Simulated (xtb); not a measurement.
C8H12, charge -1, doublet, at a GFN2-xTB geometry (a state made from the parent by changing its charge; the spin is typed, not shown lowest). Base run: GFN2-xTB (xtb 6.7.1).

The xtb input:
```
$ xtb mol.xyz --gfn 2 --chrg -1 --uhf 1 --json

# file mol.xyz
20

C     -0.69087412    -1.74553618    -0.18585767
C      0.68862544    -1.74702532    -0.18012278
C      1.52375294    -0.58781095    -0.54879789
C      1.52040289     0.58452485     0.56145313
C      0.69087412     1.74553618     0.18585767
C     -0.68862544     1.74702532     0.18012278
C     -1.52375294     0.58781095     0.54879789
C     -1.52040289    -0.58452485    -0.56145313
H     -1.20491430    -2.57513596     0.29530008
H      1.19685513    -2.57772862     0.30528478
H      1.17729101    -0.12804771    -1.47804495
H      2.56346734    -0.90412835    -0.69801976
H      2.55952115     0.89859820     0.71931718
H      1.16523511     0.12551900     1.48778336
H      1.20491430     2.57513596    -0.29530008
H     -1.19685513     2.57772862    -0.30528478
H     -1.17729101     0.12804771     1.47804495
H     -2.56346734     0.90412835     0.69801976
H     -1.16523511    -0.12551900    -1.48778336
H     -2.55952115    -0.89859820    -0.71931718
```

The base run was repeated with changes; each row names its change, and settings that it needs were set with it.

```
change          ΔE vs base (kJ/mol)  G_solv (kcal/mol)  SCF cycles
--------------  -------------------  -----------------  ----------
base                           0.00                  -           9
file = coord                   0.00                  -           9
etemp = 1000                  -0.04                  -           9
etemp = 5000                 -23.34                  -           9
alpb = toluene               -172.2             -41.18           9
gbsa = chcl3                 -198.1             -47.73           9
```

ALPB and GBSA are two models with their own fitted parameters for each solvent, which aren't always the measured dielectric constant.
